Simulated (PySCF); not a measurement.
Simulation results for Al2BH4N, AlBH3NO

All values are calculated (PySCF 2.14.0). Calculation on a computer-drawn molecule: optimised geometry and harmonic frequencies of an isolated molecule of the commonest isotopes, restricted reference for singlets and unrestricted otherwise, frozen core in MP2.

Common to all runs: charge 0; multiplicity 1; method HF; basis cc-pV(D+d)Z.

```yaml
- entry: 1
  formula: Al2BH4N
  start_structure:
    atoms_angstrom:
      - [B, 0.5779, -0.2056, -0.607]
      - ["N", -0.2194, 0.5509, 0.3066]
      - [Al, -0.9912, 0.6355, 1.7492]
      - [Al, -2.4411, 1.1357, 3.789]
      - [H, 0.8488, -1.3447, -0.4245]
      - [H, 0.9631, 0.3082, -1.6105]
      - [H, -3.9545, 0.9847, 4.0387]
      - [H, -1.7232, 2.1806, 4.8671]
  given:
    drawn_bonds_atom: [1, 2, 3, 1, 1, 4, 4]
    drawn_bonds_other_atom: [2, 3, 4, 5, 6, 7, 8]
    drawn_bonds_order: [1, 2, 1, 1, 1, 1, 1]
  results:
    optimised_atom_element: [B, "N", Al, Al, H, H, H, H]
    "optimised_atom_x [angstrom]": [0.581, -0.1667, -1.046, -2.445, 1.135, 0.7104, -3.98, -1.727]
    "optimised_atom_y [angstrom]": [-0.2442, 0.1569, 0.6276, 1.375, -1.326, 0.4711, 1.032, 2.154]
    "optimised_atom_z [angstrom]": [-0.6156, 0.4856, 1.779, 3.833, -0.6475, -1.591, 3.869, 4.996]
    "modes_frequency [cm^-1]": [84.6, 86.25, 100.8, 190.4, 195.4, 309.6, 430.0, 579.2, 817.3, 849.1, 1001, 1100, 1316, 1563, 2014, 2025, 2557, 2581]
    "modes_reduced_mass [dalton]": [4.121, 5.506, 1.008, 6.075, 4.026, 9.635, 1.183, 1.144, 1.094, 4.903, 1.37, 1.377, 1.176, 9.304, 1.023, 1.062, 1.05, 1.123]
    "rotational_constants [GHz]": [84.23, 1.368, 1.362]
    "total_energy [hartree]": -565.2813
    "convergence_status_largest_gradient_component [hartree/bohr]": 1.549e-05
- entry: 2
  formula: AlBH3NO
  start_structure:
    atoms_angstrom:
      - [B, -1.0012, -2.1969, 0.8624]
      - [O, -0.9729, -1.0092, 1.6498]
      - [Al, -0.9999, 0.3487, 2.5355]
      - ["N", -0.9343, 1.8461, 3.5117]
      - [H, -1.6748, -2.2598, -0.0365]
      - [H, -0.2991, -3.0477, 1.2503]
      - [H, -0.2977, 2.4174, 3.0339]
  given:
    drawn_bonds_atom: [1, 2, 3, 1, 1, 4]
    drawn_bonds_other_atom: [2, 3, 4, 5, 6, 7]
    drawn_bonds_order: [1, 1, 2, 1, 1, 1]
  results:
    "rotational_constants [GHz]": null
```

Questions
1. What rotational constants does the calculation give for AlBH3NO (entry 2)?

Answers
1. 227.8, 2.712, 2.68 GHz

Further results for AlBH3NO (entry 2):

| Item | Value |
| --- | --- |
| total energy | -397.6958 hartree |
| convergence status largest gradient component | 2.974e-05 hartree/bohr |

Optimised structure:
```xyz
7
AlBH3NO
B     -1.0188    -2.2249     0.9131
O     -0.9087    -1.0502     1.5711
Al    -0.7986     0.4014     2.3617
N     -0.6942     1.7895     3.1170
H     -1.7713    -2.3080    -0.0205
H     -0.3620    -3.1643     1.2742
H     -0.6263     2.6552     3.5905
```

Modes:
```csv
frequency (cm⁻¹),reduced mass (dalton)
27.32,3.332
83.87,4.684
161.3,10.65
186.6,8.22
402.2,1.137
419,1.157
654.4,6.096
1066,1.319
1148,1.362
1261,3.071
1358,1.668
1453,5.696
2666,1.047
2737,1.131
4015,1.087
```
